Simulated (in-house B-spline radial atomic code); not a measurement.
# RPA and G0W0 on PBE0: C IV (C3+)

Configuration [He] 2s1, highest spin, mean-field start PBE0. Computed with a B-spline radial code for spherical atoms: all electrons, scalar-relativistic (spin-free one-electron X2C), finite nucleus, each spin shell either full or empty, empty states to l = 9 with an (l + 1/2)⁻⁴ tail; G0W0 by contour deformation at full frequency.

RPA overbinds a lone outer s electron by self-correlation, and G0W0 tends to as well.

Command:
```bash
python run_gw.py task.json out
```
Settings (radii: box in bohr, nucleus in fm):
```
Z                        6
electrons                3
configuration            [He] 2s1
hamiltonian              x2c
method                   pbe0
lmax                     9
rms_radius               2.4702
spin_polarised           True
box_radius               14.14
intervals                71
ion_configuration        1s2
```

Cost of the run: 2.1 s on 1 thread of Intel(R) Xeon(R) Platinum 8259CL CPU @ 2.50GHz (shared host).

Energies (hartree):

```json
{"term": "mean-field total", "value": "-34.75769"}
{"term": "Hartree-Fock functional on these orbitals", "value": "-34.73965"}
{"term": "direct second order", "value": "-0.14314"}
{"term": "second-order exchange", "value": "0.092447"}
{"term": "SOSEX correction", "value": "0.080825"}
```

Task: What is the RPA correlation energy, and what remains with SOSEX?

Result: RPA gives -0.12896 hartree (-1.17 eV per electron); RPA + SOSEX gives -0.048133, and the second-order doubles -0.050696 hartree (no singles). SOSEX takes back 63 % of the RPA value.

Quasi-particle levels (eV):

```csv
level,occupied,mean field,Σx - vxc,Σc,QP weight,G0W0
2s up,yes,-59.50,-4.90,?,?,?
1s down,yes,-339.92,-25.84,3.65,0.887,-362.11
1s up,yes,-341.32,-26.81,3.95,0.856,-364.18
2s down,no,-49.67,4.53,-2.54,0.918,-47.68
```

G0W0 = mean field + (Σx - vxc) + Σc, with Σc (partial-wave tail included) taken at the quasi-particle energy.

Task: Where does G0W0 put 2s up?

Result: At -65.69 eV, with Σc = -1.30 eV and a quasi-particle weight of 0.960. The tabulated removal energy is 64.494 eV (NIST, measured).

Task: What does it cost to remove one electron (to 1s2) by differences of total energies, each species on its own start (correlation terms add to the Hartree-Fock functional)?

Result: PBE0 64.87 eV, Hartree-Fock functional 64.37 eV, + RPA 65.47 eV, + RPA + SOSEX 64.48 eV, + second order 64.49 eV. Tabulated: 64.494 eV (NIST, measured).
